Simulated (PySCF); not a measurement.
SMILES CC(C)(C)[O][Ge]([OH])([OH])[OH] (C4H12GeO4) (GFN2-xTB optimised geometry):

```
21

C     -0.731     2.475    -0.201
C     -0.842     1.058     0.365
C     -2.045     0.338    -0.238
C     -0.959     1.098     1.888
O      0.377     0.409     0.000
Ge     0.820    -1.256     0.000
O      0.157    -2.104     1.355
O      2.547    -1.256     0.000
O      0.342    -2.147    -1.402
H      0.154     2.963     0.198
H     -1.609     3.056     0.065
H     -0.643     2.436    -1.284
H     -2.963     0.867     0.001
H     -1.937     0.278    -1.318
H     -2.101    -0.673     0.162
H     -0.106     1.622     2.311
H     -0.970     0.082     2.275
H     -1.873     1.606     2.185
H      0.190    -3.056     1.279
H      2.963    -0.598     0.553
H      0.817    -1.928    -2.202
```

Level of theory: PBE0/def2-SVP in PySCF.

Q: What are the frontier orbital energies and the dipole moment?

A: HOMO-2 -8.76 eV, HOMO-1 -8.34 eV, HOMO -7.98 eV, LUMO 0.60 eV, LUMO+1 2.03 eV; dipole moment 0.66 D.

Meta-Löwdin charges at PBE0/def2-SVP: C1 -0.30, C2 0.28, C3 -0.31, C4 -0.31, O5 -0.61, Ge6 1.43, O7 -0.70, O8 -0.70, O9 -0.70, H10 0.10, H11 0.10, H12 0.10, H13 0.10, H14 0.10, H15 0.10, H16 0.10, H17 0.11, H18 0.10, H19 0.34, H20 0.33, H21 0.33.
